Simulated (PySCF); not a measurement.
# SrTe⁺: one state, many levels of theory

State: ²Π (doublet), unpaired electrons π ↑. Set-up: basis Sr def2-SVP with ECP28, Te def2-SVP with ECP28; scalar-relativistic core potentials; PySCF 2.14. De refers to Sr⁺ + Te in their high-spin ground configurations, without counterpoise correction. The functionals are run spin-unrestricted. A positive dipole points towards Te; it is taken about the centre of mass and depends on that origin.

```tsv
Level	Re (Å)	ωe (cm⁻¹)	De (eV)	μ (D)	CPU s a point (SCF and correlation, without the integrals)
UHF	3.035	184	1.02	-15.00	0.14
UHF-MP2	3.007	186	1.64	n/a	0.26
UHF-SCS-MP2	3.014	184	1.61	n/a	n/a
UHF-CCSD	3.016	183	1.59	n/a	n/a
UHF-CCSD(T)	3.020	181	1.65	n/a	13
PBE	2.973	184	2.32	-11.71	0.62
TPSS	2.978	185	2.42	-12.26	0.91
r²SCAN	2.971	190	2.25	-12.79	0.93
PBE0	2.963	190	2.19	-12.62	1
r²SCAN0	2.964	193	2.13	-13.25	1
MN15	2.965	189	2.08	-12.94	1.1
CAM-B3LYP	2.968	191	2.01	-13.04	1.1
```

Question: Which functional lies closest to UHF-CCSD(T) in De, which farthest, and by how much do they differ from it?

Answer: Closest is CAM-B3LYP (-5.2 pm in Re, +5.5 % in ωe, +0.36 eV in De against UHF-CCSD(T) in the same basis), farthest TPSS (-4.2 pm in Re, +2.2 % in ωe, +0.77 eV in De). CCSD(T) converges more slowly with the basis than the functionals do and binds too weakly in this one, so the order can change at the basis-set limit.

Question: What does the step from GGA to meta-GGA do here, going from PBE to r²SCAN?

Answer: r²SCAN less PBE: -0.2 pm in Re, +3.3 % in ωe, -0.07 eV in De. 

Question: What does a quarter of exact exchange do here, going from r²SCAN to r²SCAN0?

Answer: r²SCAN0 less r²SCAN: -0.7 pm in Re, +1.6 % in ωe, -0.12 eV in De. Exact exchange removes part of the self-interaction that spreads semilocal densities, and in most molecules shortens and stiffens the bond and lowers De; so it does here.

Correlated steps freeze 4 core orbitals. Correlated levels converge slowly with the basis: in double zeta they bind strong bonds too weakly, by up to about 1 eV, and carry superposition errors of some tenths. Spin–orbit coupling is left out, which matters for elements this heavy, above all for dissociation energies. For an ion De counts to the pair picked by the measured ionisation energies or electron affinities, which need not be the lowest pair at this level. The state was picked by a PBE0 search and need not be the measured ground state.

The whole job (state search and all levels along the bond) took about 3.6 min on 1 thread of Arm Neoverse V1 (shared host), peak memory 0.59 GiB.
